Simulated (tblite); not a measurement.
Write a Z-matrix for `C[SiH2][C@@](C)([SiH3])OC(F)F` as optimised with GFN2-xTB.

Z-matrix in Å and degrees, rows numbered from 1:
```
C 
Si  1  1.8938
C   2  1.9320  1  109.21
C   3  1.5242  2  111.23  1    57.11
Si  3  1.9188  2  113.60  1  -175.19
O   3  1.4690  2   99.02  1   -59.23
C   6  1.3288  3  118.25  2   172.32
F   7  1.3505  6  109.41  3   148.09
F   7  1.3677  6  111.98  3   -96.34
H   1  1.0864  2  110.64  3    50.12
H   1  1.0859  2  110.84  3   169.64
H   1  1.0870  2  112.02  3   -70.31
H   2  1.4700  1  111.05  3   118.02
H   2  1.4629  1  111.32  3  -118.21
H   4  1.0906  3  112.38  2  -179.87
H   4  1.0889  3  110.73  2   -59.11
H   4  1.0875  3  108.97  2    60.47
H   5  1.4604  3  107.36  2   -53.25
H   5  1.4580  3  108.28  2    68.60
H   5  1.4689  3  110.74  2  -171.02
H   7  1.1044  6  115.68  3    26.20
```

Of the pairs four or more bonds apart, Si5···H21 is among the closest relative to their van der Waals radii: 2.85 Å, 86 % of the sum of Bondi's values. O6 (ether oxygen) is bent (angle 118.2°). The 2 C–O bonds span 1.329 Å (O6–C7, drawn single) to 1.469 Å (C3–O6, drawn single), a spread of 0.140 Å. Si2 (SiH2 silicon) is tetrahedral (angles from 107.2° to 111.3°).

Structure optimised with GFN2-xTB, isolated species.

Point group: C1 (no symmetry element, even within 0.4 Å). Its GFN2-xTB frequencies are all real (lowest 33 cm⁻¹). The numbers are those of one conformer (C1–Si2–C3–C4 57°, Si2–C3–O6–C7 172°, C3–O6–C7–F8 148°). 3 starts were optimised and ended at 0.00, 0.15 and 0.59 kcal/mol (GFN2-xTB); the lowest of these is shown.

The numbers are calculated, not measured.
